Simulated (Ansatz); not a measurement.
Task: Name a neutral molecule of C, Ga, O, Si and H with HOMO–LUMO gap (PBE/def2-TZVPP) between 3.20 and 3.50 eV and size of the dipole moment (PBE/def2-TZVPP) between 2.00 and 2.30 D (Ansatz, PBE0-D4/def2-TZVP geometry).

Result: `O[SiH2][CH]1[O][GaH]1` (3.29 eV, 2.23 D). Other molecules can fit too; these were computed, each in one conformer that needn't be the lowest.
